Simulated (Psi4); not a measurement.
H$_{18}$N$_{6}$Ni (SMILES [NH3]->[Ni+2](<-[NH3])(<-[NH3])(<-[NH3])(<-[NH3])<-[NH3]), charge +2, triplet, at a GFN2-xTB geometry (such geometries of metal compounds can be far from the true shape); M11/6-31G* (Psi4 1.11).

Input for Psi4:
```
memory 2 GB

molecule {
2 3
  Ni    0.00007669   -0.00000160   -0.00002500
  N    -1.80583194   -1.14082178    0.46611182
  H    -2.53266252   -0.57349619    0.89839093
  H    -1.60505245   -1.89649615    1.11919885
  H    -2.22377200   -1.57023932   -0.35742408
  N    -0.53482375   -0.02479622   -2.12002702
  H    -1.51055685    0.23420271   -2.25663181
  H    -0.41458714   -0.94293431   -2.54409791
  H     0.01550852    0.62640437   -2.67677760
  N     0.41227913    0.05574497    2.14653381
  H     0.72914281   -0.83992659    2.51322682
  H    -0.42250583    0.30329423    2.67548629
  H     1.12649096    0.73918098    2.39194681
  N     1.87136437    1.06520477   -0.38014318
  H     1.82671125    2.04583975   -0.10863501
  H     2.14789474    1.04765606   -1.36004243
  H     2.64191890    0.65236079    0.14305032
  N     1.10803111   -1.86599323   -0.26638965
  H     1.71764979   -2.08271907    0.52003816
  H     1.70599978   -1.82329727   -1.09016084
  H     0.49709284   -2.67138572   -0.39090893
  N    -1.05127453    1.91067683    0.15400055
  H    -0.79234958    2.53482666   -0.60845144
  H    -0.84339086    2.40560737    1.01955265
  H    -2.06389038    1.81105917    0.11233484
}

set basis 6-31g*
set reference uks

energy('m11')
print_variables()
```

Q: Write the output that Psi4 gives for this input, abridged.

A: 
```
   => Loading Basis Set <=

    Name: 6-31G*
    Role: ORBITAL
    Keyword: BASIS

         ---------------------------------------------------------
                                   SCF
               by Justin Turney, Rob Parrish, Andy Simmonett
                          and Daniel G. A. Smith
                              UKS Reference
         ---------------------------------------------------------

  ==> Geometry <==

    Molecular point group: c1
    Full point group: C1

    Geometry (in Angstrom), charge = 2, multiplicity = 3:

       Center              X                  Y                   Z               Mass
    ------------   -----------------  -----------------  -----------------  -----------------
         NI           0.000073548645    -0.000001969102    -0.000024105967    57.935342410000
         N           -1.805835081355    -1.140822149102     0.466112714033    14.003074004430
         H           -2.532665661355    -0.573496559102     0.898391824033     1.007825032230
         H           -1.605055591355    -1.896496519102     1.119199744033     1.007825032230
         H           -2.223775141355    -1.570239689102    -0.357423185967     1.007825032230
         N           -0.534826891355    -0.024796589102    -2.120026125967    14.003074004430
         H           -1.510559991355     0.234202340898    -2.256630915967     1.007825032230
         H           -0.414590281355    -0.942934679102    -2.544097015967     1.007825032230
         H            0.015505378645     0.626404000898    -2.676776705967     1.007825032230
         N            0.412275988645     0.055744600898     2.146534704033    14.003074004430
         H            0.729139668645    -0.839926959102     2.513227714033     1.007825032230
         H           -0.422508971355     0.303293860898     2.675487184033     1.007825032230
         H            1.126487818645     0.739180610898     2.391947704033     1.007825032230
         N            1.871361228645     1.065204400898    -0.380142285967    14.003074004430
         H            1.826708108645     2.045839380898    -0.108634115967     1.007825032230
         H            2.147891598645     1.047655690898    -1.360041535967     1.007825032230
         H            2.641915758645     0.652360420898     0.143051214033     1.007825032230
         N            1.108027968645    -1.865993599102    -0.266388755967    14.003074004430
         H            1.717646648645    -2.082719439102     0.520039054033     1.007825032230
         H            1.705996638645    -1.823297639102    -1.090159945967     1.007825032230
         H            0.497089698645    -2.671386089102    -0.390908035967     1.007825032230
         N           -1.051277671355     1.910676460898     0.154001444033    14.003074004430
         H           -0.792352721355     2.534826290898    -0.608450545967     1.007825032230
         H           -0.843394001355     2.405607000898     1.019553544033     1.007825032230
         H           -2.063893521355     1.811058800898     0.112335734033     1.007825032230

  Running in c1 symmetry.

  Rotational constants: A =      0.04710  B =      0.04698  C =      0.04696 [cm^-1]
  Rotational constants: A =   1412.14006  B =   1408.56404  C =   1407.92118 [MHz]
  Nuclear repulsion =  681.408003393430590

  Charge       = 2
  Multiplicity = 3
  Electrons    = 86
  Nalpha       = 44
  Nbeta        = 42

  ==> Algorithm <==

  SCF Algorithm Type is DF.
  DIIS enabled.
  MOM disabled.
  Fractional occupation disabled.
  Guess Type is SAD.
  Energy threshold   = 1.00e-06
  Density threshold  = 1.00e-06
  Integral threshold = 1.00e-12

  ==> Primary Basis <==

  Basis Set: 6-31G*
    Blend: 6-31G*
    Number of shells: 84
    Number of basis functions: 165
    Number of Cartesian functions: 165
    Spherical Harmonics?: false
    Max angular momentum: 3

  ==> DFT Potential <==

   => LibXC <=

    Version 7.1.2
[...]

   -------------------------
    Irrep   Nso     Nmo
   -------------------------
     A        165     165
   -------------------------
    Total     165     165
   -------------------------

  ==> Iterations <==

                           Total Energy        Delta E     RMS |[F,P]|

   @DF-UKS iter SAD: -1844.29499936617799   -1.84429e+03   0.00000e+00
   @DF-UKS iter   1: -1841.57298972344438    2.72201e+00   2.56972e-02 DIIS/ADIIS
   @DF-UKS iter   2: -1811.25676853856999    3.03162e+01   5.17758e-02 DIIS/ADIIS
   @DF-UKS iter   3: -1846.38814648939524   -3.51314e+01   3.71756e-03 DIIS/ADIIS
   @DF-UKS iter   4: -1846.60804876175166   -2.19902e-01   3.95967e-03 DIIS/ADIIS
   @DF-UKS iter   5: -1846.70647303799024   -9.84243e-02   1.71424e-03 DIIS/ADIIS
   @DF-UKS iter   6: -1846.72624878192119   -1.97757e-02   9.06588e-04 DIIS/ADIIS
   @DF-UKS iter   7: -1846.73309418054600   -6.84540e-03   7.72032e-05 DIIS
   @DF-UKS iter   8: -1846.73315013152569   -5.59510e-05   1.83609e-05 DIIS
   @DF-UKS iter   9: -1846.73316468140115   -1.45499e-05   2.97901e-06 DIIS
   @DF-UKS iter  10: -1846.73316516275668   -4.81356e-07   1.72289e-06 DIIS
   @DF-UKS iter  11: -1846.73316519330660   -3.05499e-08   4.65427e-07 DIIS
  Energy and wave function converged.

  ==> Post-Iterations <==

   Electrons on quadrature grid:
      Nalpha   =   44.0000688494 ; deviation = 6.885e-05
      Nbeta    =   42.0000700826 ; deviation = 7.008e-05
      Ntotal   =   86.0001389320 ; deviation = 1.389e-04

   @Spin Contamination Metric:   1.705432377E-03
   @S^2 Expected:                2.000000000E+00
   @S^2 Observed:                2.001705432E+00
   @S   Expected:                1.000000000E+00
   @S   Observed:                1.000000000E+00

    Orbital Energies [Eh]
    ---------------------

    Alpha Occupied:

[...]
    Alpha Virtual:

[...]
     165A     32.183983

    Beta Occupied:

[...]
    Beta Virtual:

[...]
    Final Occupation by Irrep:
              A
    DOCC [    42 ]
    SOCC [     2 ]
    NA   [    44 ]
    NB   [    42 ]

  @DF-UKS Final Energy: -1846.73316519330660

   => Energetics <=

    Nuclear Repulsion Energy =            681.4080033934305902
    One-Electron Energy =               -3884.3250084632854850
    Two-Electron Energy =                1414.1973886141145158
    DFT Exchange-Correlation Energy =     -58.0135487375662109
    Empirical Dispersion Energy =           0.0000000000000000
    VV10 Nonlocal Energy =                  0.0000000000000000
    Total Energy =                      -1846.7331651933066041

  UHF NO Occupations:
  HONO-2 :   42  A 1.9998344
  HONO-1 :   43  A 1.0000000
  HONO-0 :   44  A 1.0000000
  LUNO+0 :   45  A 0.0001656
  LUNO+1 :   46  A 0.0001641
  LUNO+2 :   47  A 0.0001637
  LUNO+3 :   48  A 0.0001344

Computation Completed

Properties will be evaluated at   0.000000,   0.000000,   0.000000 [a0]

Properties computed using the SCF density matrix

 Multipole Moments:

 ------------------------------------------------------------------------------------
     Multipole            Electronic (a.u.)      Nuclear  (a.u.)        Total (a.u.)
 ------------------------------------------------------------------------------------

 L = 1.  Multiply by 2.5417464519 to convert [e a0] to [Debye]
 Dipole X            :          0.0015900           -0.0005223            0.0010676
 Dipole Y            :          0.0013514           -0.0000613            0.0012901
 Dipole Z            :         -0.0010681            0.0001485           -0.0009195
 Magnitude           :                                                    0.0019104

 ------------------------------------------------------------------------------------

  Variable Map:
  ----------------------------------------------------------------------------
[...]
  Array Variable Map:
  ----------------------------------------------------------------------------
[...]
[...]
```
